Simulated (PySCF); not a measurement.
Species: C5H7ClF (doublet state).
Structure used (GFN2-xTB), in Å, numbered top down from 1:
```
atom  x, y, z in Å
C1     2.0450   -0.2216    0.3552
C2     0.6393   -0.0212    0.4907
C3    -0.3172   -0.1397   -0.7168
C4    -1.6503   -0.8202   -0.5518
C5    -0.0732    1.1939   -0.1152
F6    -1.0557    1.7519    0.6373
Cl7    0.8176    2.4299   -0.9729
H8     2.6185   -0.6186    1.1677
H9     2.5489    0.0523   -0.5506
H10    0.2080   -0.3208    1.4391
H11    0.1734   -0.3142   -1.6664
H12   -2.1044   -0.5531    0.3991
H13   -2.3254   -0.5187   -1.3511
H14   -1.5251   -1.9003   -0.5914
```

The hyperfine couplings belong to this conformer and change with its torsions.

Identity: `[CH2][C@@H]1[C@@H](C)[C@]1(F)Cl` [radical].

Computed, not measured: PySCF 2.14.0, UKS B3LYP, pcH-1 on C Cl F H, non-relativistic, mean-field spin-orbit, GIAO. One conformer (not necessarily the lowest) at the GFN2-xTB geometry, without solvent, vibrations or thermal averaging. A GFN2-xTB geometry isn't a minimum of the functional, and hyperfine couplings can be far from their values at a DFT geometry. The SCF solution wasn't tested for stability.

(1) The isotropic 13C couplings are +117.4, +78.9, +60.1, -42.2, +1.9 MHz. Assign them to C1; C2; C3; C4; C5.

Results:

(1) 
```
site  a_iso (MHz)  ρ(0) (bohr⁻³)                 position  distance from C1 (Å)  spin population  largest |T| (MHz)
  C1        +78.9        +0.0703  largest spin population                  0.00            +1.01              150.9
  C2        -42.2        -0.0375           1 bond from C1                  1.43            -0.12                5.1
  C3        +60.1        +0.0535          2 bonds from C1                  2.60            +0.08               18.1
  C4         +1.9        +0.0017          3 bonds from C1                  3.85             0.00                2.0
  C5       +117.4        +0.1044          2 bonds from C1                  2.59            +0.09               20.0
```

ρ(0) is the spin density at the nucleus and T the dipolar tensor; a_iso includes a spin–orbit part; entries for several nuclei are means. The largest Mulliken spin populations are on C1 (+1.01), C2 (-0.12), C5 (+0.09) and C3 (+0.08). C1 is the only atom above +0.15. The positive populations add up to 1.21 and the negative ones to -0.21, together 2S = 1. The angles at C1 add up to 360.0°, so it is planar; its axial dipolar tensor and the negative couplings of its protons fit spin in a p orbital normal to that plane.

Examples of negative spin density at the nucleus (bohr⁻³): C2 (-0.0375), H8 (-0.0136) and H9 (-0.0133).

Nuclei that the bonding pattern makes equivalent are averaged, as if the motion that swaps them (rotation, inversion, ring flip) were fast. H8 and H9 aren't averaged: C1 is flat or nearly so (angle sum 360°), and its turn about the short C1–C2 bond (1.43 Å) is taken as slow. The three 1H nuclei of mean +5.2 MHz run from 1.1 to 13.3 MHz in the frozen geometry.
